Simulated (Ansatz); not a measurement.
From AlF3 to AlBr3: predicting a member

On one Al centre, n of the F ligands are replaced by Br. The HOMO–LUMO gap y in eV at wB97M-V/def2-TZVPP. Shapes, held fixed at every level: PBE0-D4/def2-TZVP. Programs: Ansatz 0.2.0.

| molecule | n | y (eV) |
| --- | --- | --- |
| AlF3 | 0 | 14.39 |
| AlBrF2 | 1 | 11.69 |
| AlBr2F | 2 | ? |
| AlBr3 | 3 | 11.01 |

**Question.** Fit y = c + s·n to the known rows and predict AlBr2F.

**Answer.** 
1. Means of the 3 rows: n = 1.33333, y = 12.363.
2. Σ(Δn)² = 4.6667, Σ(Δn·Δy) = -4.7333, so the slope is -4.7333/4.6667 = -1.0143.
3. Intercept: 12.363 − (-1.0143) × 1.33333 = 13.715. The largest residual of the fit is 1.01.
4. AlBr2F: 13.715 + (-1.0143) × 2 = 11.69 eV.

The run gave 11.33 eV, so the prediction is off by +0.36 eV, within the scatter of the fit. The step per swap changes from -2.70 to -0.32 eV along the series, so a line misses the bend. Other levels give for AlBr2F: PBE-D4/def2-TZVPP 5.27; r2SCAN-D4/def2-TZVPP 6.05; PBE0-D4/def2-TZVPP 7.42 eV. Orbital gaps aren't excitation energies, and the LUMO depends on the basis. Relativity is left out for Br unless named.
